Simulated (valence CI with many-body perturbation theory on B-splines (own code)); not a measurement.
## Which ion has this spectrum?

A relativistic CI+MBPT calculation for an atom or ion with 15 electrons gives these levels (cm⁻¹):

| J | Parity | E | g |
| --- | --- | --- | --- |
| 3/2 | odd | 0 | 1.37 |
| 3/2 | odd | 1147858 | 1.45 |
| 5/2 | odd | 1226072 | 1.19 |
| 1/2 | odd | 1323793 | 0.65 |
| 3/2 | even | 1471949 | 0.78 |
| 5/2 | even | 1822095 | 1.22 |
| 5/2 | even | 2223290 | 1.45 |
| 3/2 | even | 2414143 | 1.15 |
| 1/2 | even | 2414416 | 2.12 |
| 3/2 | odd | 2483510 | 1.29 |
| 5/2 | even | 2609014 | 0.96 |
| 3/2 | even | 2624629 | 0.91 |
| 1/2 | even | 2626927 | 0.21 |
| 7/2 | even | 2687259 | 1.05 |

The energies are calculated, and their last digits are not significant.

Which is it?
A. Eu48+
B. Pr44+
C. Sm47+
D. Gd49+

C. Sm47+, ground level (3s^2 3p1/2^2 3p3/2) J=3/2.
